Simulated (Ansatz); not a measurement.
Geometry optimisation, RKS BLYP/def2-SVP (Ansatz).

Input:

```yaml
crystal:
  periodic: [false, false, false]
  atoms:
    - { symbol: Ga, position_ang: [0.0, 0.0, 0.0] }
    - { symbol: Cl, position_ang: [0.0, 0.0, 2.59] }
    - { symbol: H, position_ang: [1.3596, 0.0, -0.785] }
    - { symbol: Cl, position_ang: [-1.9398, 0.0, -1.12] }
    - { symbol: O, position_ang: [-0.2677, -1.9652, 0.659] }
    - { symbol: H, position_ang: [-0.6711, -2.5179, -0.0838] }
    - { symbol: H, position_ang: [-0.1912, -1.4038, 1.8346] }
basis:
  gaussian: { orbitals: def2-SVP }
hamiltonian:
  xc: blyp
relax:
  f_tol: 0.15
  max_steps: 25
  restrain:
    - { distance: [0, 4], at: 2.99, k: 30.0 }
    - { distance: [6, 1], at: 2.57, k: 30.0 }
    - { distance: [0, 1], at: 2.24, k: 30.0 }
    - { distance: [6, 4], at: 1.01, k: 30.0 }
```

Run as:

```bash
$ ansatz run input.yaml --threads 2 --pin off --max-ram 3072MiB --backend cpu --events-out ev --progress --plain --runs-dir out
```

**Question.** Where does it end, and by what steps?

**Answer.** It converged. The restraints hold the end off the free minimum; the threshold counts their pulls, which the force column leaves out. Restrained pairs: Ga1–O5 (2.09 → 2.97 Å), Cl2–H7 (1.61 → 2.57 Å), Ga1–Cl2 (2.59 → 2.23 Å), O5–H7 (1.31 → 0.99 Å). After 8 steps the energy has fallen by 1.281 eV (the restraints' own energy left out); H7 moved furthest, 0.74 Å.

```
step  energy less start (eV)  largest force component (eV/Å)  accepted
   0                  0.0000                           2.172       yes
   1                  0.1859                           2.243       yes
   2                  0.0177                           2.032       yes
   3                 -0.3020                           2.265       yes
   4                 -0.9267                           1.377       yes
   5                 -1.1777                           1.264       yes
   6                 -1.2564                           0.835       yes
   7                 -1.2575                           0.693       yes
   8                 -1.2815                           0.682       yes
```

```xyz
7
Properties=species:S:1:pos:R:3
Ga 0.085 0.316 -0.027
Cl -0.109 0.398 2.193
H 1.471 0.455 -0.725
Cl -1.819 0.315 -1.082
O -0.102 -2.558 0.711
H -1.030 -2.712 0.437
H -0.206 -2.101 1.588
```

Run time: 17 s on 2 threads of Arm Neoverse V2, on a shared host, peak memory 0.14 GiB.
